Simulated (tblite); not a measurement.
Species: C9H8S.
Bonds: C1–S2, S2–C3, C3–C4 (double), C4–C5, C5–C6 (double), C6–C7, C7–C8 (double), C8–C9, C9–C10 (double), C3–C10, C4–C8. Hydrogens: H11, H12, H13 on C1; H14 on C5; H15 on C6; H16 on C7; H17 on C9; H18 on C10.

Computed geometry: GFN2-xTB, gas phase.

(1) Give the optimised bond lengths and angles.

Answers

(1) 
| bond | length (Å) | order |
| --- | --- | --- |
| C1–S2 | 1.814 | single |
| S2–C3 | 1.718 | single |
| C3=C4 | 1.367 | double |
| C4–C5 | 1.449 | single |
| C5=C6 | 1.355 | double |
| C6–C7 | 1.453 | single |
| C7=C8 | 1.358 | double |
| C8–C9 | 1.454 | single |
| C9=C10 | 1.345 | double |
| C3–C10 | 1.477 | single |
| C4–C8 | 1.445 | single |
| C1–H11, C1–H12, C1–H13 | 1.086 | single |
| C5–H14 | 1.074 | single |
| C6–H15 | 1.075 | single |
| C7–H16 | 1.076 | single |
| C9–H17 | 1.074 | single |
| C10–H18 | 1.074 | single |

Bonds in one row agree within 0.01 Å and their mean is given. Orders are formal, as drawn. A selection of angles:
| angle | degrees |
| --- | --- |
| C1–S2–C3 | 101.8 |
| S2–C3–C4 | 132.6 |
| S2–C3–C10 | 119.3 |
| C4–C3–C10 | 108.1 |
| C3–C4–C5 | 145.8 |
| C3–C4–C8 | 107.3 |
| C5–C4–C8 | 106.8 |
| C4–C5–C6 | 107.1 |
| C5–C6–C7 | 109.9 |
| C6–C7–C8 | 107.6 |
| C7–C8–C9 | 143.5 |
| C4–C8–C7 | 108.6 |
| C4–C8–C9 | 108.0 |
| C8–C9–C10 | 107.4 |
| C3–C10–C9 | 109.3 |

Dihedral angles: C1–S2–C3–C4 0° (synperiplanar); S2–C3–C4–C5 0° (synperiplanar); C3–C4–C5–C6 -179° (antiperiplanar); C4–C5–C6–C7 0° (synperiplanar); C5–C6–C7–C8 0° (synperiplanar); C6–C7–C8–C9 180° (antiperiplanar); C7–C8–C9–C10 180° (antiperiplanar); C8–C9–C10–C3 0° (synperiplanar); S2–C3–C10–C9 180° (antiperiplanar); C3–C4–C8–C7 180° (antiperiplanar).

The 5-membered ring C4–C5–C6–C7–C8 has internal angles of 106.8° to 109.9°; it is planar, 0.00 Å rms from its mean plane, widest ring torsion 0°. The 5-membered ring C3–C4–C8–C9–C10 has internal angles of 107.3° to 109.3° (sum 540°, against 540° for a flat polygon); it is planar, 0.00 Å rms from its mean plane, widest ring torsion 0°. The C–S distances run from 1.718 Å (S2–C3, drawn single) to 1.814 Å (C1–S2, drawn single), a spread of 0.096 Å. The 9 C–C bonds span 1.345 Å (C9=C10, drawn double) to 1.477 Å (C3–C10, drawn single), a spread of 0.132 Å. The 10 heavy atoms lie in one plane (0.006 Å rms). Of the pairs four or more bonds apart, C1···C5 is among the closest relative to their van der Waals radii: 3.29 Å, 97 % of the sum of Bondi's values.

Its GFN2-xTB frequencies are all real (lowest 69 cm⁻¹). The numbers are those of one conformer.
